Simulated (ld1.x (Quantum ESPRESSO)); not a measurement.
Transferability test, TM potential for chlorine

ld1.x (Quantum ESPRESSO) 7.5 input, shortened:

```
&input
   title='Cl', zed=17., rel=1, dft='PBE', iswitch=3,
   config='[Ne] 3s2 3p5 3d-2'
 /
 &inputp
   pseudotype=2, tm=.true., lloc=0,
   nlcc=.true., new_core_ps=.true., rcore=0.70
 /
3
3P  2  1   5.00   0.00  1.10  1.10  0.0
3D  3  2  -2.00   0.10  0.96  0.96  0.0
3S  1  0   2.00   0.00  1.20  1.20  0.0
 &test
   configts(1)='3s2 3p5'
 /
```

Energies are relative to the spin-unpolarised reference configuration 3s2 3p5; without spin polarisation the order of configurations can differ from experiment.

```json
{"valence configuration": "3s2 3p4", "charge": "+1", "ΔE all-electron (eV)": "13.875", "error AE − PS (meV)": "+3.5"}
{"valence configuration": "3s2 3p3", "charge": "+2", "ΔE all-electron (eV)": "39.322", "error AE − PS (meV)": "+24"}
{"valence configuration": "3s2 3p2", "charge": "+3", "ΔE all-electron (eV)": "77.630", "error AE − PS (meV)": "+75"}
{"valence configuration": "3s1 3p5", "charge": "+1", "ΔE all-electron (eV)": "26.584", "error AE − PS (meV)": "+7.4"}
{"valence configuration": "3s2 3p5.3", "charge": "-0.3", "ΔE all-electron (eV)": "-2.138", "error AE − PS (meV)": "+0.3"}
{"valence configuration": "3s2 3p1", "charge": "+4", "ΔE all-electron (eV)": "129.873", "error AE − PS (meV)": "+170"}
```

Q: What are ΔE and the potential's error for 3s1 3p6?

A: ΔE = 12.153 eV all-electron; the error (AE − PS) is +0.9 meV.

Levels in the configuration 3s1 3p5:

```
level  all-electron (eV)  pseudo (eV)
   3s            -32.734      -32.714
   3p            -19.985      -19.970
```
